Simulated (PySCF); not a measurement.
BHN, SMILES [B]=N, multiplicity 2.

Geometry optimised at PBE-D3(BJ)/def2-TZVPD. The isomer is the one that the SMILES or the coordinates give; other isomers of the formula were not compared.

Level of theory: PBE-D3(BJ)/def2-TZVPD run with PySCF 2.14.0.

Harmonic, unscaled wavenumbers; measured fundamentals usually lie a few per cent lower.

Modes within 1.5 cm⁻¹ of each other (mostly degenerate sets) share a row, with their intensities summed.

| mode | ν (cm⁻¹) | IR (km/mol) | moving atoms (share of kinetic energy) |
|---|---|---|---|
| 1–2 | 413 | 181.9 | H 77 %, N 18 % |
| 3 | 1861 | 45.6 | B 58 %, N 37 % |
| 4 | 3763 | 169.7 | H 91 %, N 9 % |
